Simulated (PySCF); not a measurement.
HSSi, SMILES [SH+]=[Si] (connectivity only; charge and spin as stated), charge +1, multiplicity 1. The structure is a stationary point at B3LYP-D3(BJ)/def2-TZVP. The isomer is the one that the SMILES or the coordinates give; other isomers of the formula were not compared.

TDA-PBE/def2-TZVPD (PySCF 2.14.0) puts the lowest singlet excitations at 3.38, 3.82, 4.58, 5.19, 6.82, 7.15 eV and the lowest triplet (TDA) at 2.52 eV.

Problem. What are the lowest singlet roots from EOM-CCSD/aug-cc-pVDZ run with PySCF? (The exact figures need the calculation; the answer reports its results.)

Solution. 3.84, 3.97, 4.70, 5.19, 7.55, 7.58 eV; triplets 2.70, 3.41, 3.69 eV. S1 differs by 0.46 eV (second minus first; roots are paired by order, and the bases may differ).
